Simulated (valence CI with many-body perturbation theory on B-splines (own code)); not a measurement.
**Forbidden lines of Pb⁶⁶⁺**

Calculated by relativistic CI+MBPT: six valence electrons over a frozen Dirac-Fock core [Ne], a basis of 9 s, 9 p, 8 d, 6 f, 3 g, 1 h functions for each j, with the one-electron correlation potential Σ1, the two-electron term Σ2, the three-electron term Σ3, Breit, model QED; selected CI, second order for the rest, scaled by the run's own slope (own B-spline code, finite nucleus).

No measured spectrum was set against this ion. As an estimate, large intervals hold to a few tenths of a per cent, small ones and those within an open d or f shell to about a per cent. Among the levels kept, up to 1200 cm⁻¹ of a level comes from second order outside the variational space, and about a tenth of that is noise between levels of different J, which matters for small intervals.

Lines 1 to 32 of 32 in falling wavelength, among levels below 1012.9 eV, chosen from the decays that carry over 1 % of a level's rate. Wavelengths and rates use the calculated energies. Electric multipoles are in the length gauge with retardation, E1 and E2 with the static RPA response of the core. M1 uses the relativistic operator with retardation. Weak lines are less certain than strong ones. Lines between different terms over intervals too small for the method are left out, as are lines whose strength nearly cancels. The highest levels of a list are the least certain.

Levels are named by their leading jj configuration (3d3/2^4 stands for four electrons in 3d with j = 3/2), which in mixed levels can hold well under half, so a name can repeat and another be missing. Letters in brackets count levels of one name in rising energy.

```
λ vac (nm)                               Upper                           Lower  Type   A (s⁻¹)  Branch %
     120.4      (3s^2 3p1/2^2 3p3/2 3d3/2) J=0  (3s^2 3p1/2^2 3p3/2 3d3/2) J=2    E2  2.37e-01       6.1
     54.73          (3s^2 3p1/2^2 3p3/2^2) J=0      (3s^2 3p1/2^2 3p3/2^2) J=2    E2  1.75e+01     100.0
     10.04      (3s^2 3p1/2^2 3p3/2 3d5/2) J=4  (3s^2 3p1/2^2 3p3/2 3d3/2) J=3    M1  1.12e+07      99.5
     9.590      (3s^2 3p1/2 3p3/2^2 3d5/2) J=5  (3s^2 3p1/2 3p3/2^2 3d3/2) J=4    M1  1.21e+07       1.8
     4.451      (3s^2 3p1/2^2 3p3/2 3d3/2) J=0      (3s^2 3p1/2^2 3p3/2^2) J=2    M2  3.55e+00      91.3
     2.348  (3s^2 3p1/2 3p3/2^2 3d5/2) J=3 [a]  (3s^2 3p1/2^2 3p3/2 3d5/2) J=3    M1  2.10e+08       1.9
     2.348  (3s^2 3p1/2 3p3/2^2 3d5/2) J=4 [a]  (3s^2 3p1/2^2 3p3/2 3d5/2) J=3    M1  4.84e+08      29.4
     2.286  (3s^2 3p1/2 3p3/2^2 3d5/2) J=4 [b]  (3s^2 3p1/2^2 3p3/2 3d5/2) J=3    M1  1.26e+08      16.2
     2.272      (3s^2 3p1/2 3p3/2^2 3d5/2) J=5  (3s^2 3p1/2^2 3p3/2 3d5/2) J=3    E2  1.39e+07       2.0
     2.259  (3s^2 3p1/2 3p3/2^2 3d5/2) J=3 [a]  (3s^2 3p1/2^2 3p3/2 3d5/2) J=2    M1  8.02e+08       7.3
     2.251            (3s^2 3p1/2 3p3/2^3) J=1      (3s^2 3p1/2^2 3p3/2^2) J=0    M1  5.29e+08      23.7
     2.247  (3s^2 3p1/2 3p3/2^2 3d3/2) J=2 [a]  (3s^2 3p1/2^2 3p3/2 3d3/2) J=3    M1  1.95e+08       1.7
     2.246  (3s^2 3p1/2 3p3/2^2 3d3/2) J=2 [a]  (3s^2 3p1/2^2 3p3/2 3d3/2) J=1    M1  2.19e+08       1.9
     2.239  (3s^2 3p1/2 3p3/2^2 3d5/2) J=2 [a]  (3s^2 3p1/2^2 3p3/2 3d5/2) J=1    M1  9.14e+08       2.4
     2.238      (3s^2 3p1/2 3p3/2^2 3d3/2) J=0  (3s^2 3p1/2^2 3p3/2 3d3/2) J=1    M1  1.61e+09       7.3
     2.223  (3s^2 3p1/2 3p3/2^2 3d5/2) J=3 [a]  (3s^2 3p1/2^2 3p3/2 3d5/2) J=4    M1  3.89e+08       3.5
     2.223  (3s^2 3p1/2 3p3/2^2 3d5/2) J=4 [a]  (3s^2 3p1/2^2 3p3/2 3d5/2) J=4    M1  1.13e+09      68.4
     2.205  (3s^2 3p1/2 3p3/2^2 3d3/2) J=2 [a]  (3s^2 3p1/2^2 3p3/2 3d3/2) J=2    M1  8.79e+08       7.6
     2.202  (3s^2 3p1/2 3p3/2^2 3d5/2) J=4 [b]  (3s^2 3p1/2^2 3p3/2 3d5/2) J=2    E2  2.22e+07       2.9
     2.178      (3s^2 3p1/2 3p3/2^2 3d3/2) J=4  (3s^2 3p1/2^2 3p3/2 3d3/2) J=3    M1  2.73e+08      78.6
     2.178      (3s^2 3p1/2 3p3/2^2 3d3/2) J=4  (3s^2 3p1/2^2 3p3/2 3d3/2) J=3    E2  3.64e+07      10.5
     2.168  (3s^2 3p1/2 3p3/2^2 3d5/2) J=4 [b]  (3s^2 3p1/2^2 3p3/2 3d5/2) J=4    M1  1.81e+08      23.3
     2.168  (3s^2 3p1/2 3p3/2^2 3d5/2) J=4 [b]  (3s^2 3p1/2^2 3p3/2 3d5/2) J=4    E2  2.29e+07       2.9
     2.162            (3s^2 3p1/2 3p3/2^3) J=1      (3s^2 3p1/2^2 3p3/2^2) J=2    M1  1.45e+09      64.9
     2.162            (3s^2 3p1/2 3p3/2^3) J=1      (3s^2 3p1/2^2 3p3/2^2) J=2    E2  3.89e+07       1.7
     2.156      (3s^2 3p1/2 3p3/2^2 3d5/2) J=5  (3s^2 3p1/2^2 3p3/2 3d5/2) J=4    M1  2.82e+08      41.4
     2.156      (3s^2 3p1/2 3p3/2^2 3d5/2) J=5  (3s^2 3p1/2^2 3p3/2 3d5/2) J=4    E2  3.38e+07       5.0
     2.139      (3s^2 3p1/2 3p3/2^2 3d3/2) J=4  (3s^2 3p1/2^2 3p3/2 3d3/2) J=2    E2  1.66e+07       4.8
     2.122            (3s^2 3p1/2 3p3/2^3) J=2      (3s^2 3p1/2^2 3p3/2^2) J=2    M1  8.81e+08      38.9
     2.122            (3s^2 3p1/2 3p3/2^3) J=2      (3s^2 3p1/2^2 3p3/2^2) J=2    E2  5.72e+07       2.5
     2.082  (3s^2 3p1/2 3p3/2^2 3d5/2) J=3 [b]  (3s^2 3p1/2^2 3p3/2 3d5/2) J=2    M1  5.94e+07       1.9
     2.052  (3s^2 3p1/2 3p3/2^2 3d5/2) J=3 [b]  (3s^2 3p1/2^2 3p3/2 3d5/2) J=4    M1  7.71e+08      25.2
```
